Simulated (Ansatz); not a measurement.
Species: C2H8Sn, net charge 0, singlet state. SMILES: [CH3][SnH2][CH3]
Geometry: optimised at B3LYP-D3(BJ)/def2-TZVP (Ansatz, a program for electronic structure).

Parts of the frozen-core correlation energy in def2-QZVPPD (Ansatz, hartree). Frozen orbitals: 11; correlated occupied orbitals by spin: 10 and 10; virtual: 457 and 457. No spin-orbit coupling. Past Kr the def2 sets carry scalar-relativistic core potentials.

| term | value |
|---|---|
| reference (HF) | -293.76233 |
| MP2 opposite-spin | -0.41542 |
| MP2 same-spin | -0.09592 |
| CCSD correlation | -0.55196 |
| (T) | -0.02059 |
| T1 diagnostic | 0.009 |
| largest doubles amplitude | 0.023 |
